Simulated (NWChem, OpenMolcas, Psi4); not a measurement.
**C2H3ClSi (SMILES ClC1=C[SiH2]1): the vertical energy of the triplet above the singlet, rung by rung**

C2H3ClSi: 7 atoms, total charge 0, spin state singlet. As SMILES, `ClC1=C[SiH2]1`. The coordinates come from a PBE0-D4/def2-TZVP relaxation.

Each level gives the vertical energy of the triplet above the singlet (eV). The values are calculated.

```tsv
level	kind	program	value (eV)	CPU time (all runs)
BLYP/def2-SVP	GGA	Psi4	4.67	28 s
PBE/def2-SVP	GGA	Psi4	4.64	28 s
M06-L/def2-SVP	meta-GGA	Psi4	4.70	52 s
r2SCAN/def2-SVP	meta-GGA	Psi4	4.46	66 s
B3LYP/def2-SVP	global hybrid	OpenMolcas	4.67	94 s
M06-2X/def2-SVP	hybrid meta-GGA	OpenMolcas	5.43	2 min
HSE06/def2-SVP	range-separated hybrid	Psi4	4.59	62 s
MP2/def2-SVP	perturbation theory	NWChem	5.27	77 s
```

The values span 4.46 to 5.43 eV. The upper state's dipole differs much between rows, so they may not all be the same state. CPU times are rough (shared hosts, several kinds of processor and program).
